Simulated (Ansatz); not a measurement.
Input and output for AsSe₂.

```yaml
crystal:
  periodic: [false, false, false]
  atoms:
    - {symbol: As, position_ang: [0.297695, 1.072840, 0.753627]}
    - {symbol: Se, position_ang: [-1.053657, 0.060570, -0.869202]}
    - {symbol: Se, position_ang: [0.755962, -1.133410, 0.115576]}
basis:
  gaussian: {orbitals: aug-cc-pVDZ, point_charges: [{charge: 1.00, position_ang: [4.609, 0.169, -0.822]}]}
magnetization: {spin_polarized: true, initial_magnetization: 1}
hamiltonian: {xc: {name: wB97M-V}}
scf: {lower_state_search: off}
```

```sh
$ ansatz run in.yaml --threads 4 --pin off --events-out ev --progress --plain --max-ram 3916MiB
```

Output, abridged:

```
Functional definition: wB97M-V
1247 factors; integrals over basis functions are off by at most 5.3e-4 eV
377 factors; integrals over basis functions are off by at most 1.3e-5 eV
mean field evaluation 1: about -191528.1941 eV, gradient 7.6e0 eV
mean field evaluation 2: about -191528.4493 eV, gradient 6.3e0 eV
mean field evaluation 4: about -191528.7220 eV, gradient 6.1e-1 eV
mean field evaluation 8: about -191528.7349 eV, gradient 6.6e-2 eV
mean field evaluation 16: about -191528.7352 eV, gradient 6.0e-4 eV
mean field -191528.73518690 eV, -7038.5511952790 hartree, gradient 6.2e-6 eV, S^2 0.754422; 0 other end points of the search recorded, 0 dependent functions left out
reference -191528.73524867 eV, -7038.5511975491 hartree; 51, 50 occupied and 57, 58 virtual orbitals, 1247 factors
Total energy: -191528.73524867 eV, -7038.5511975491 hartree
Checks for a lower state left out: stability, starts, cluster_reference, orbital_swaps, neighbouring_geometries, increment
```

It took 8 s on 4 threads of Arm Neoverse V1 on a shared host.
